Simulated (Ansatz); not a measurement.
```yaml
crystal:
  periodic: [false, false, false]
  atoms:
    - {symbol: Si, position_ang: [-0.128802, 1.521376, 0.272078]}
    - {symbol: C, position_ang: [-0.252149, -0.319140, 0.552737]}
    - {symbol: O, position_ang: [1.069743, -1.014605, 0.624569]}
    - {symbol: Si, position_ang: [0.212647, -1.548218, -0.692110]}
    - {symbol: H, position_ang: [-1.498036, 2.060905, 0.052111]}
    - {symbol: H, position_ang: [0.482194, 2.212731, 1.438385]}
    - {symbol: H, position_ang: [0.704794, 1.777568, -0.931617]}
    - {symbol: H, position_ang: [-0.921933, -0.650598, 1.348451]}
    - {symbol: H, position_ang: [0.710017, -1.156108, -2.027391]}
    - {symbol: H, position_ang: [-0.295573, -2.935210, -0.634314]}
basis:
  gaussian: {orbitals: cc-pVDZ}
hamiltonian: {xc: {name: M06-2X}, dispersion: rvv10}
accuracy: high
output: {forces: true}
```

```sh
$ ansatz run in.yaml --threads 2 --pin off --events-out ev --progress --plain --max-ram 4352MiB
```

How does Ansatz answer? (An estimate is asked.)

Computed: The input was rejected before any iteration.
```
Error: YAML parse error: error: line 16 column 19: hamiltonian.xc: no functional is named "M06-2X"; the names, which are not case-sensitive, are SVWN5, SPW92, PBE, PBE0, PBEsol, revPBE, revPBE0, RPBE, rPW86-PBE, HSE06, wPBEh, LC-wPBE, HISS, HF, BLYP, B3LYP, B3LYP5, BHLYP, CAM-B3LYP, r2SCAN, r2SCANh, r2SCAN0, r2SCAN50, m-r2SCAN, B97, wB97, wB97X, wB97X-V, B97M-V, wB97M-V, B2PLYP, B2GP-PLYP, PBE0-DH, PBE-QIDH
14 | basis:
15 |   gaussian: {orbitals: cc-pVDZ}
16 | hamiltonian: {xc: {name: M06-2X}, dispersion: rvv10}
17 | accuracy: high
18 | output: {forces: true}
```

HSE06 is defined as in plane-wave codes.
